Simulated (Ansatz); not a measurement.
A made-up structure of SiHO2F, singlet:

| atom | x (Å) | y (Å) | z (Å) |
| --- | --- | --- | --- |
| O1 | -0.2051 | -1.7195 | 0.3465 |
| Si2 | -0.3755 | -0.2778 | -0.0547 |
| O3 | 0.6918 | 0.9240 | 0.0020 |
| F4 | -1.6714 | 0.3870 | -0.6337 |
| H5 | -2.4589 | 0.5935 | -0.2270 |

It is relaxed with PBE-D4/def2-SVP and then PBE0-D4/def2-TZVP (Ansatz 0.2.0). Atoms count as bonded within 1.22 times the sum of their covalent radii (H–H: 0.88 Å). The end point is not checked to be a true minimum.

(1) Does its bonding change? (A judgement: the text doesn't fix the answer.)

Answers

(1) Computed: Yes. Formed: O1–H5; broken: F4–H5.

Where it ends: The first stage lowers the energy by 5.05 eV in 26 steps. It ends as SiHO₂F ([O][Si]([OH])[F]):
```tsv
atom	x (Å)	y (Å)	z (Å)
O1	-1.0353	-1.1374	0.1425
Si2	-0.4145	0.3165	-0.1431
O3	1.0271	0.7300	-0.0389
F4	-1.6139	1.2527	-0.5613
H5	-1.9827	-1.2546	0.0339
```

Labels in which every atom is bracketed show which atoms are joined, not bond orders.

For scale, one of the runs: PBE0-D4/def2-TZVP relaxation, 136 basis functions, launched by `ansatz run in.yaml --threads 2 --pin off --events-out ev --progress --plain --max-ram 4352MiB`. Hardware: 2 CPU threads of an Intel Xeon Platinum 8259CL, shared host. Wall time about 20 s.
